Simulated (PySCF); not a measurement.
Cl₄Se, SMILES Cl[Se+](Cl)(Cl)Cl, charge +1, multiplicity 2.

The structure is a stationary point at B3LYP-D3(BJ)/def2-SVP.

Level of theory: PySCF 2.14.0 with B3LYP-D3(BJ)/def2-SVP.

Frequencies are harmonic and unscaled.

```tsv
mode	ν (cm⁻¹)	IR (km/mol)	moving atoms (share of kinetic energy)
1	50	0.1	Cl 89 %, Se 11 %
2	79	0.3	Cl 75 %, Se 25 %
3	112	6.2	Cl 100 %
4	117	0.0	Cl 100 %
5	150	0.4	Cl 85 %, Se 15 %
6	226	42.1	Se 64 %, Cl 36 %
7	286	7.3	Cl 91 %, Se 9 %
8	396	27.9	Cl 71 %, Se 29 %
9	400	51.0	Cl 61 %, Se 39 %
```
